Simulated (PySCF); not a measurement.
# Bonding in `C=CC(=O)C1(CF)CC1`

Compound: C7H9FO.
Atom-mapped SMILES: `[CH2:1]=[CH:2][C:3](=[O:4])[C:5]1([CH2:6][F:7])[CH2:8][CH2:9]1` (hydrogens: H10, H11 on C1; H12 on C2; H13, H14 on C6; H15, H16 on C8; H17, H18 on C9)

Geometry (GFN2-xTB, Å), atoms numbered from 1 in this order:
```
atom  x, y, z in Å
C1     2.9887   -0.4381    0.5669
C2     1.7148   -0.0961    0.7137
C3     0.8236    0.0122   -0.4626
O4     1.2559    0.1016   -1.5931
C5    -0.6518    0.0359   -0.1977
C6    -1.1634   -0.4608    1.1324
F7    -0.9744    0.4696    2.1333
C8    -1.4018    1.1908   -0.8428
C9    -1.5389   -0.1751   -1.4062
H10    3.6673   -0.5158    1.3993
H11    3.3814   -0.6579   -0.4130
H12    1.3015    0.1332    1.6830
H13   -2.2423   -0.6423    1.0894
H14   -0.6484   -1.3733    1.4528
H15   -2.2193    1.6182   -0.2817
H16   -0.8100    1.9099   -1.3879
H17   -2.4633   -0.7138   -1.2652
H18   -1.0287   -0.3919   -2.3324
```

Bond orders from the PBE0/pcSseg-1 density (PySCF). One conformer (not necessarily the lowest) at the GFN2-xTB geometry, without solvent, vibrations or thermal averaging.

Where do the orders between heavy atoms depart from those drawn in the SMILES?

The largest departure is 0.132, at C6–F7 (drawn single, 0.868). Drawn single, order below 0.88: C6–F7 (0.868).

Give the Mayer order of every bond, beside its length.

```tsv
bond	drawn as	length (Å)	Mayer order
C1–C2	double	1.327	1.937
C2–C3	single	1.480	0.988
C3–O4	double	1.214	1.984
C3–C5	single	1.499	0.905
C5–C6	single	1.509	1.045
C6–F7	single	1.380	0.868
C5–C8	single	1.521	0.891
C8–C9	single	1.484	0.983
C9–C5	single	1.514	0.936
C1–H10	single	1.077	0.949
C1–H11	single	1.078	0.940
C2–H12	single	1.078	0.940
C6–H13	single	1.095	0.935
C6–H14	single	1.096	0.937
C8–H15	single	1.080	0.954
C8–H16	single	1.079	0.952
C9–H17	single	1.079	0.949
C9–H18	single	1.079	0.935
```

Bonds between the same two heavy elements. C–C: lowest C5–C8 (0.891, 1.521 Å), highest C1–C2 (1.937, 1.327 Å); in 4 of the 21 pairs the longer bond (by over 0.003 Å) has the higher order (by 0.02 or more).

Sum the orders of all bonds at each heavy atom with more than one neighbour and set the sums beside the valence in the SMILES.

C1 3.826 (drawn 4), C2 3.865 (drawn 4), C3 3.877 (drawn 4), C5 3.777 (drawn 4), C6 3.785 (drawn 4), C8 3.780 (drawn 4), C9 3.803 (drawn 4). Orders between atoms that aren't bonded are not in these sums.

Mayer orders depend on the basis set.

These values come from a run that also computed NMR shieldings. Time: 57 s of wall time; peak memory 0.87 GiB. Hardware: an Arm Neoverse N1 with one thread (shared host).
